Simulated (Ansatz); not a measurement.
Geometry optimisation, Ansatz 0.2.0, RKS PBE0-D4/def2-SVP.

The input (input.yaml):

```yaml
crystal:
  periodic: [false, false, false]
  atoms:
    - { symbol: Si, position_ang: [-0.980615, 0.945725, 0.031059] }
    - { symbol: H, position_ang: [-0.598106, -0.413729, 0.317196] }
    - { symbol: F, position_ang: [-0.79548, 1.303549, -1.511539] }
    - { symbol: F, position_ang: [-2.537518, 1.104986, 0.368349] }
    - { symbol: F, position_ang: [-0.186154, 1.98998, 0.936032] }
    - { symbol: H, position_ang: [1.996209, -0.605957, -0.358748] }
    - { symbol: F, position_ang: [1.867819, 0.282726, -0.513167] }
    - { symbol: H, position_ang: [0.186715, -2.165798, 0.419642] }
    - { symbol: F, position_ang: [1.047128, -2.44158, 0.311176] }
basis:
  gaussian: { orbitals: def2-SVP }
hamiltonian:
  xc: pbe0
  dispersion: d4
relax:
  f_tol: 0.03
  max_steps: 50
```

Command:

```bash
$ ansatz run input.yaml --threads 2 --pin off --max-ram 3072MiB --backend cpu --events-out ev --progress --plain --runs-dir out
```

**Question.** Where does it end, and by what steps?

**Answer.** The run converged. The force dipped under the threshold on the way, but the program's further checks kept it going. After 36 steps the energy has fallen by 0.545 eV; F3 moved furthest, 2.14 Å.

| step | energy less start (eV) | largest force component (eV/Å) | accepted |
| --- | --- | --- | --- |
| 0 | 0.0000 | 1.054 | yes |
| 2 | -0.1187 | 0.614 | yes |
| 4 | -0.1523 | 0.244 | yes |
| 6 | -0.1581 | 0.161 | yes |
| 8 | -0.1593 | 0.379 | no |
| 10 | -0.1603 | 0.010 | yes |
| 12 | -0.1609 | 0.011 | yes |
| 14 | -0.1618 | 0.401 | yes |
| 16 | -0.1684 | 0.106 | yes |
| 18 | -0.1712 | 0.050 | yes |
| 20 | -0.1798 | 0.064 | yes |
| 22 | -0.2074 | 0.625 | yes |
| 24 | -0.3115 | 0.369 | yes |
| 26 | -0.4370 | 0.561 | yes |
| 28 | -0.4973 | 0.467 | yes |
| 30 | -0.5192 | 0.147 | yes |
| 32 | -0.5320 | 0.262 | yes |
| 34 | -0.5420 | 0.048 | yes |
| 36 | -0.5448 | 0.028 | yes |

```xyz
9
Properties=species:S:1:pos:R:3
Si -0.887 0.837 0.289
H -0.756 0.718 1.736
F -0.849 -0.586 -0.517
F -2.369 1.367 -0.026
F 0.098 1.850 -0.455
H 1.610 -0.765 0.199
F 1.369 -0.124 0.851
H 0.440 -1.524 -1.055
F 1.345 -1.772 -1.022
```

Whether the end is a true minimum wasn't checked by a vibrational analysis.

Time of the run: 67 s on 2 threads of Arm Neoverse V2 (shared host), peak memory 0.21 GiB.
